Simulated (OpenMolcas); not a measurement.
## Rh4+: ligand-field states by method

Rh4+ with its 6 nearest fluoride ions at 1.873 Å, on the Ge site of Cs2GeF6 (a = 9.021 Å, distance in the model lattice 1.804 Å). The rest of the host is ab initio model potentials to 7.6 Å and point charges beyond; the distance is set by hand and nothing relaxes. Ligand basis ANO-RCC-VDZP.
```
Rh    0.0000    0.0000    0.0000
F     1.8730    0.0000    0.0000
F     0.0000    1.8730    0.0000
F    -1.8730    0.0000    0.0000
F     0.0000   -1.8730    0.0000
F     0.0000    0.0000    1.8730
F     0.0000    0.0000   -1.8730
```

| Property | Result |
| --- | --- |
| Program | OpenMolcas |
| Basis | ANO-RCC-VDZP [6s5p3d1f] |
| Scalar Hamiltonian | DKH2, point nucleus |
| Active space | 5 electrons in 5 orbitals (4d) |
| State averaging | 2S+1 = 6 even, 1 root; 2S+1 = 4 even, 24 roots; 2S+1 = 2 even, 75 roots |
| Spin-orbit coupling | RASSI with atomic mean-field integrals over the reference wave functions |

I. CASSCF
II. SS-CASPT2, IPEA 0.25 Eh, imaginary shift 0.1 Eh (closed shells correlated: 4s 4p and the ligand valence shells)

Spin-free states (labels of O, the rotations of Oh) in cm-1, each column counted from its own energy of the first state listed:

```
   State  Degeneracy      I     II
     2T2           3      0      0
2S+1 = 4           3  17709  22370
2S+1 = 4           3  24086  26970
     6A1           1  24987  38940
2S+1 = 2           3  27850  28360
```

From I to II, I's first state of the same spin (2S+1 = 2) moves from 27850 to 28360 cm-1, by about +510 cm-1.

From I to II, I's first state of another spin (2S+1 = 4) moves from 17709 to 22370 cm-1, by about +4700 cm-1.

I: A least-squares ligand-field fit to the states below 45000 cm-1, each weighted by its degeneracy and with a free common offset, gives 10Dq = 31776 cm-1, B = 764 cm-1 and C = 2860 cm-1 (C/B = 3.74), with an rms deviation of 476 cm-1. The same method and metal basis give the free ion B = 999 cm-1 (fit to its terms below 60000 cm-1, rms deviation 26 cm-1), so the nephelauxetic ratio is β = 764 / 999 = 0.76; it hangs on how both fits weigh the states, and computed free-ion B values tend to be too large, so β mixes covalency with correlation.

II: A least-squares ligand-field fit to the states below 45000 cm-1, each weighted by its degeneracy and with a free common offset, gives 10Dq = 31205 cm-1, B = 550 cm-1 and C = 1621 cm-1 (C/B = 2.95), with an rms deviation of 580 cm-1. The same method and metal basis give the free ion B = 864 cm-1 (fit to its terms below 60000 cm-1, rms deviation 789 cm-1), so the nephelauxetic ratio is β = 550 / 864 = 0.64; it hangs on how both fits weigh the states, and computed free-ion B values tend to be too large, so β mixes covalency with correlation.

From I to II, 10Dq changes by -2 %, B by -28 % and C by -43 %.

χT at 300 K: I 0.51, II 0.51 cm3 K/mol.

Roots that are degenerate in the reference are averaged as groups; the widest CASPT2 spread within a group is 700 cm-1 (the 3-fold group of multiplicity 2 near 105000 cm-1 above the lowest state of its run, II). Shifts and gaps below about the spread of the groups concerned are not significant. Over all roots computed the reference weight is 0.67 to 0.70 in II; a low but even weight reflects the number of correlated electrons. An orbital triplet at a regular site is open to Jahn-Teller coupling, which can distort the site and quench the lowest spin-orbit gaps and is left out. The least metal-like active orbital is 69 % on the metal (Löwdin) and no ligand orbital is active, so the numbers are rough, and ground spin, moment and any spin crossover can be artefacts of this space; highly charged d ions in such sites are as a rule low spin. Ligand-to-metal charge-transfer states are missing. With no ligand orbital active B as a rule stays too high, so bands that hang on it stand too high and its fall with covalency is understated. Without dynamic correlation the repulsion within the d shell is too large (B by tens of per cent), so at a given field states of lower spin stand too high (holds for I). With metal d orbitals alone the field can be off either way by tens of per cent (holds for I). With one d shell and no ligand orbital active, 10Dq can be off by a tenth or more (holds for II). No measured value stands beside these numbers; the geometry was set by hand and not optimised.
